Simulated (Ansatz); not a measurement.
Cost and result for the atomization energy of `F/C=C(/F)I` (6 atoms, 5 bonds).

The species carries charge 0 and has multiplicity 1. Correlated methods include outer-core shells of I, which these sets cover unevenly. I: def2 effective core potential. The structure was optimised at the PBE0-D4/def2-TZVP level. Program: Ansatz. All runs use 2 threads of an Intel Xeon Platinum 8488C on a shared host. Times are those of one run each, without the atoms' runs, and a repeat can differ threefold. Electronic energies, without spin–orbit coupling; frozen cores. CCSD(T)/CBS adds CCSD(T) − MP2 in def2-TZVPP to the MP2 limit, and its time is that of the two runs behind it. T1 = 0.012. With those shells the extrapolation isn't a true limit. B3LYP takes the VWN-RPA correlation (the form of Gaussian; ORCA's B3LYP/G). HSE06 is the plane-wave form, built on full-range PBE exchange.

CCSD(T)/CBS is a level of theory with its own doubt, some kJ/mol a heavy atom from the limit and from the frozen cores, so smaller differences don't rank the functionals.

```
                            level  functions  wall time
             revPBE-D4/def2-TZVPP        188      1.4 s
  PBE-D4/def2-TZVPP (with forces)        188      1.9 s
              HSE06-D4/def2-TZVPP        188      2.6 s
          CAM-B3LYP-D4/def2-TZVPP        188      2.7 s
              BHLYP-D4/def2-TZVPP        188        3 s
B3LYP-D4/def2-TZVPP (with forces)        188      3.5 s
                 CCSD(T)/def2-SVP         87      4.7 s
               ωB97X-V/def2-TZVPP        188        6 s
                B97M-V/def2-TZVPP        188      6.5 s
 ωB97M-V/def2-TZVPP (with forces)        188      7.5 s
                   MP2/def2-QZVPP        340       19 s
               CCSD(T)/def2-TZVPP        188       89 s
                CCSD(T)/CBS(def2)          –      110 s
```

Task: What atomization energy does each give, and how far from CCSD(T)/CBS? (An estimate is asked.)

Result: Computed: 
```csv
level,atomization (kJ/mol),difference from CCSD(T)/CBS,per bond
revPBE-D4/def2-TZVPP,2255.2,43.5,8.7
PBE-D4/def2-TZVPP (with forces),2349.4,137.7,27.5
HSE06-D4/def2-TZVPP,2245.9,34.2,6.8
CAM-B3LYP-D4/def2-TZVPP,2214.8,3.1,0.6
BHLYP-D4/def2-TZVPP,2066.1,-145.6,-29.1
B3LYP-D4/def2-TZVPP (with forces),2202.8,-8.9,-1.8
CCSD(T)/def2-SVP,2072.5,-139.2,-27.8
ωB97X-V/def2-TZVPP,2210.2,-1.5,-0.3
B97M-V/def2-TZVPP,2212.4,0.7,0.1
ωB97M-V/def2-TZVPP (with forces),2211.0,-0.7,-0.1
MP2/def2-QZVPP,2287.9,76.2,15.2
CCSD(T)/def2-TZVPP,2137.1,-74.6,-14.9
CCSD(T)/CBS(def2),2211.7,0.0,0.0
```

At CCSD(T), def2-SVP lies −139.2 kJ/mol from the extrapolated value and def2-TZVPP −74.6 kJ/mol: correlation converges slowly with the basis, and small sets miss more of it in the bonded molecule than in its fragments. From PBE to PBE0 (25 % exact exchange), in def2-TZVPP and without D4, the atomization energy moves by −104.5 kJ/mol: exact exchange takes away binding that semilocal exchange gives to molecules. In def2-TZVPP, CCSD(T) changes the Hartree–Fock value by +701.0 kJ/mol (the triples alone add +63.2 kJ/mol) and MP2 by +807.6 kJ/mol; breaking electron pairs costs correlation energy, which Hartree–Fock lacks.

Spin–orbit coupling would lower the free I atoms strongly, and the atomization energy with them, by more than many differences here.
